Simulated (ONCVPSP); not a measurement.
Os (Z = 76), ONCV: configuration errors across variants

- Element: osmium (Os)
- Generator: ONCVPSP 4.0.1
- Type: optimised norm-conserving Vanderbilt (ONCV)
- Functional: PBEsol
- Relativity: scalar-relativistic
- Frozen core: [Kr] 4d10 4f14
- Valence charge: 16
- Reference configuration: 5s2 5p6 5d6 6s2
- Partial waves: 5s+6s: rc 1.65 bohr, ncon 4, nbas 7, qcut 6.1 1/bohr, 2 projectors; 5p: rc 1.15 bohr, ncon 4, nbas 9, qcut 7.7 1/bohr, 2 projectors, debl 2 Ha; 5d: rc 2.35 bohr, ncon 4, nbas 8, qcut 6.2 1/bohr, 2 projectors, debl 3.7 Ha
- Local potential: polynomial inside 1.00 bohr (lpopt 3, dvloc0 3 Ha)
- Core correction: Teter function, fcfact 3.75, rcfact 1.45

All-electron excitation energies from the reference (eV): (1) 5s2 5p6 5d6 6s1 9.624; (2) 5s2 5p6 5d6 6s0 26.565; (3) 5s2 5p6 5d5 6s0 55.444; (4) 5s2 5p6 5d6 6s1.5 3.936.

2 further variants failed, have other tests or another functional or relativity, and are left out.

Errors AE − PS in meV (a dash: test not solved or not reliable):

```tsv
change	(1)	(2)	(3)	(4)	bound ghosts	GHOST(+) flags above zero
base	-4.8	-18	-22	-1.7	none	s
local potential polynomial inside 1.00 bohr (lpopt 3, dvloc0 5 Ha)	-4.8	-18	-22	-1.7	none	s
p: nproj 1	-4.8	-18	-21	-1.7	none	s
d: rc 3.36	-5.1	-36	-44	-1.5	none	s
s: ncon 5, nbas 8	-4.3	-15	-19	-1.6	none	s
all radii but the core radius scaled by about 0.80 (s 1.32, p 0.92, d 1.88 bohr); local potential polynomial inside 0.80 bohr (lpopt 3, dvloc0 3 Ha)	-4.3	-14	-17	-1.6	none	s, p
```

**Question.** Give the same row for: d: debl 0.4.

**Answer.** -4.8, -18, -21, -1.7; bound ghosts: none; GHOST(+) flags above zero: s.
